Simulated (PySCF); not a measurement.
Job for PySCF: D3(BJ) and D4 dispersion corrections on H2O (SMILES O).

```python
from pyscf import gto
from pyscf.dispersion import dftd3, dftd4

mol = gto.M(
    atom='''
    O     0.68714879    0.14477863    0.20756427
    H     0.35833907   -0.31763342   -0.57005566
    H    -0.07470795    0.59903684    0.61143557
    ''',
    basis='def2-svp',
    charge=0, spin=0, verbose=0, max_memory=1800)
d3, d4 = {}, {}
for xc in ['hf', 'pbe', 'blyp', 'revpbe', 'tpss', 'r2scan', 'b3lyp', 'pbe0', 'bhlyp', 'camb3lyp', 'b2plyp']:
    d3[xc] = float(dftd3.DFTD3Dispersion(mol, xc=xc, version='d3bj', atm=False).get_dispersion()['energy'])
    print(f'D3(BJ) {xc:10s} {d3[xc]:14.8f} Eh')
for xc in ['hf', 'pbe', 'blyp', 'revpbe', 'tpss', 'r2scan', 'b3lyp', 'pbe0', 'bhlyp', 'camb3lyp', 'b2plyp']:
    d4[xc] = float(dftd4.DFTD4Dispersion(mol, xc={'camb3lyp': 'cam-b3lyp'}.get(xc, xc), atm=True).get_dispersion()['energy'])
    print(f'D4     {xc:10s} {d4[xc]:14.8f} Eh')
```

It printed:

```
D3(BJ) hf            -0.00449064 Eh
D3(BJ) pbe           -0.00035936 Eh
D3(BJ) blyp          -0.00071903 Eh
D3(BJ) revpbe        -0.00106147 Eh
D3(BJ) tpss          -0.00042037 Eh
D3(BJ) r2scan        -0.00008485 Eh
D3(BJ) b3lyp         -0.00057373 Eh
D3(BJ) pbe0          -0.00027683 Eh
D3(BJ) bhlyp         -0.00040935 Eh
D3(BJ) camb3lyp      -0.00021234 Eh
D3(BJ) b2plyp        -0.00023425 Eh
D4     hf            -0.00098478 Eh
D4     pbe           -0.00019615 Eh
D4     blyp          -0.00047374 Eh
D4     revpbe        -0.00095075 Eh
D4     tpss          -0.00026760 Eh
D4     r2scan        -0.00004695 Eh
D4     b3lyp         -0.00031084 Eh
D4     pbe0          -0.00015700 Eh
D4     bhlyp         -0.00018267 Eh
D4     camb3lyp      -0.00015000 Eh
D4     b2plyp        -0.00013407 Eh
```

The run finished.

Cost: roughly 0.03 core-seconds.
